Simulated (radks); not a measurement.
Question: Sb3+, configuration [Kr] 4d10 5s2. Method: Dirac Kohn-Sham, BLYP, spin-unpolarised, spherical densities, finite nucleus; Fermi nuclear charge, rms radius 4.6802 fm; computed with a radial shooting solver on a logarithmic mesh with Libxc functionals. Some entries of the table are withheld. Estimate them.

| orbital | occ. | eigenvalue (hartree) | <r> (bohr) | r(max) (bohr) |
|---|---|---|---|---|
| 1s1/2 | 2 | -1114.150 | 0.02842 | 0.01835 |
| 2s1/2 | 2 | -170.4135 | 0.1222 | 0.1038 |
| 2p1/2 | 2 | -159.5196 | 0.1032 | (1) |
| 2p3/2 | 4 | -150.2607 | 0.1087 | (2) |
| 3s1/2 | 2 | -34.27348 | 0.3303 | 0.3001 |
| 3p1/2 | 2 | -29.81859 | (3) | 0.2865 |
| 3p3/2 | 4 | -28.11050 | (4) | 0.2969 |
| 3d3/2 | 4 | -20.23709 | 0.3033 | 0.2425 |
| 3d5/2 | 6 | -19.88202 | 0.3069 | 0.2454 |
| 4s1/2 | 2 | -6.53818 | 0.7903 | 0.7226 |
| 4p1/2 | 2 | (5) | 0.8315 | 0.7455 |
| 4p3/2 | 4 | (6) | 0.8606 | 0.7699 |
| 4d3/2 | 4 | -2.32581 | 1.014 | 0.8404 |
| 4d5/2 | 6 | -2.27944 | 1.026 | 0.8495 |
| 5s1/2 | 2 | -1.43250 | 2.025 | 1.812 |

Answer: 
(1) 2p1/2 r(max) (bohr): 0.07982
(2) 2p3/2 r(max) (bohr): 0.08443
(3) 3p1/2 <r> (bohr): 0.3209
(4) 3p3/2 <r> (bohr): 0.3322
(5) 4p1/2 eigenvalue (hartree): -5.03045
(6) 4p3/2 eigenvalue (hartree): -4.71311
